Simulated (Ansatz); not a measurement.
C₂H₉BSSi (`CB[SiH](C)S`). Charge 0, multiplicity 1.

```xyz
14

C     1.872   -0.029    0.823
B     0.808    1.039    0.339
Si   -0.750    0.635   -0.777
C    -1.389   -1.060   -1.238
S    -1.007    0.960    1.441
H     2.728   -0.010    0.139
H     1.502   -1.059    0.835
H     2.259    0.197    1.820
H     1.060    2.214    0.368
H    -1.567    1.698   -1.420
H    -0.869   -1.838   -0.676
H    -2.463   -1.153   -1.065
H    -1.203   -1.238   -2.302
H    -0.979   -0.357    1.711
```

List the harmonic frequencies (cm⁻¹, unscaled) at PBE0-D4/def2-TZVP in Ansatz. (An estimate is asked.)

Ansatz gave: 96, 153, 164, 193, 208, 253, 290, 411, 476, 558, 620, 659, 707, 733, 781, 806, 850, 898, 933, 1001, 1104, 1272, 1327, 1444, 1448, 1459, 1469, 2218, 2568, 2699, 3028, 3050, 3094, 3103, 3130, 3146.

Is this a minimum?

Yes, all 36 modes are real.

Give the ideal-gas thermochemistry at 298.15 K and 1 bar (rigid rotor, harmonic oscillator; point group C1, symmetry number 1).

Zero-point energy 277.2 kJ/mol; H(298) − E = 302.1 kJ/mol; entropy 368.5 J/(mol·K), of which translation 166.8, rotation 114.9, vibration 86.8; G(298) − E = 192.2 kJ/mol. Modes under 100 cm⁻¹ are hindered rotations or soft bends, so the harmonic entropy is rough.
